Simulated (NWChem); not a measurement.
## Basis-set convergence for HAlI2

```xyz
4

Al     0.0000     0.0000     1.0804
H      0.0000     0.0000     2.6503
I      2.1474     0.0000    -0.1575
I     -2.1474     0.0000    -0.1575
```
Charge 0, spin multiplicity 1.

Program: NWChem. All single points use one geometry, from B3LYP/def2-SVP with def2 effective core potentials on I, a minimum by its harmonic frequencies.

Quantity: first vertical ionisation energy at the level G0W0@PBE.

Effective core potentials replace the inner electrons of I; spin-orbit coupling is left out. GW and range-separated runs recompute their integrals, the others keep them in memory, which bears on the times. The structure started from a generated list of species.

Costs are rough ratios of processor time within this set of runs, SCF included, with def2-SVP as 1.

```json
[
 {"basis": "def2-SVP", "functions": "75", "first vertical ionisation energy (eV)": "?", "relative cost": "1"},
 {"basis": "def2-SVPD", "functions": "102", "first vertical ionisation energy (eV)": "?", "relative cost": "under 3"},
 {"basis": "def2-TZVP", "functions": "143", "first vertical ionisation energy (eV)": "9.23", "relative cost": "6"},
 {"basis": "def2-TZVPP", "functions": "156", "first vertical ionisation energy (eV)": "9.23", "relative cost": "6"},
 {"basis": "def2-TZVPD", "functions": "170", "first vertical ionisation energy (eV)": "?", "relative cost": "9"}
]
```

**Question.** Complete the blanks.

**Answer.** 
- def2-SVP, first vertical ionisation energy (eV): 8.89
- def2-SVPD, first vertical ionisation energy (eV): 8.87
- def2-TZVPD, first vertical ionisation energy (eV): 9.21
